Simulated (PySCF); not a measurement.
Several molecules and their computed UV-vis stick spectra, shuffled. Computed with TDDFT PBE0/def2-SVPD, vertical, gas phase, core orbitals frozen in the response (PySCF 2.14.0, density-fitted response routines). Geometries: GFN2-xTB; one conformer of each isolated species. Triplets are in the Tamm–Dancoff approximation.

A. `CN1N=CC(Cl)=N1`
B. `CC=C(C#N)C#N`
C. `C=C[C@@H](C)[SiH2]O`

Lowest singlet levels (six at most, fewer where fewer were computed) with oscillator strengths:

1. 219 nm (f 0.360); 204 nm (f 0.000); 195 nm (f 0.001); 190 nm (f 0.000); 183 nm (f 0.044); 177 nm (f 0.000); T1 3.30 eV
2. 196 nm (f 0.238); 190 nm (f 0.024); 181 nm (f 0.009); 168 nm (f 0.026); 167 nm (f 0.051); 166 nm (f 0.049); T1 4.22 eV
3. 201 nm (f 0.165); 195 nm (f 0.000); 178 nm (f 0.001); 173 nm (f 0.011); 172 nm (f 0.005); 171 nm (f 0.023); T1 4.65 eV

Problem. Match each spectrum to its molecule.

Solution. 1 = B, 2 = C, 3 = A.
- A: S1 at 6.16 eV, HOMO→LUMO (94%); Löwdin shares by element: HOMO carbon 36% or more, chlorine 26%, nitrogen 19% or more (atoms not listed hold the other 19%); LUMO nitrogen 70%, carbon 10% or more (atoms not listed hold the other 20%); HOMO -7.50 and LUMO -0.48 eV.
- B: S1 at 5.67 eV, HOMO→LUMO (95%); Löwdin shares by element: HOMO carbon 42% or more, nitrogen 29% (atoms not listed hold the other 28%); LUMO carbon 54% or more, nitrogen 18% (atoms not listed hold the other 28%); HOMO -8.57 and LUMO -2.60 eV; point group Cs, 3 of its 6 listed states under f = 0.0005.
- C: S1 at 6.32 eV, HOMO→LUMO (90%); Löwdin shares by element: HOMO carbon 66% or more, silicon 11% (atoms not listed hold the other 23%); LUMO carbon 64% or more, silicon 8% (atoms not listed hold the other 28%); HOMO -7.23 and LUMO -0.19 eV.
